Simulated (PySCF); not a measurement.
Electronic structure of In (indium, neutral) at the UHF level

Configuration: [Kr] 4d10 5s2 5p1, 2P determinant. All numbers are calculated (PySCF 2.14, a scalar-relativistic core potential, in cc-pVDZ-PP with ECP28MDF (4s3p2d, 23 functions)).

| Item | Value |
| --- | --- |
| Total energy | -189.204910 hartree |
| One-electron energy | -334.8498 hartree |
| Hartree (Coulomb) energy | 161.4642 hartree |
| Exchange energy | -15.8193 hartree |
| ⟨S²⟩ | 0.7607 |
| ⟨L²⟩ | 2.030 |
| Sum of ⟨r⟩ | 28.31 bohr |
| Sum of ⟨r²⟩ | 56.76 bohr² |
| Traceless quadrupole moment −½Σ⟨3z² − r²⟩ along its main axis | -6.42 e·bohr² |
| Time after the integrals | 0.05 s of wall time on 1 thread of Neoverse-V2 (shared host) |

```
shell  electrons  mean orbital energy (eV)  spread (eV)  rms radius, mean of both spins (bohr)
 4s α          1                   -146.19            0                                  0.912
 4s β          1                   -146.15            0                                  0.912
 4p α          3                   -98.641        0.122                                  0.995
 4p β          3                   -98.599        0.331                                  0.995
 4d α          5                   -27.459        0.267                                   1.27
 4d β          5                   -27.399        0.404                                   1.27
 5s α          1                   -11.523            0                                   2.93
 5s β          1                   -10.013            0                                   2.93
 5p α          1                    -5.440            0                                   3.97
```

Energies and moments cover only the electrons outside the core potential.
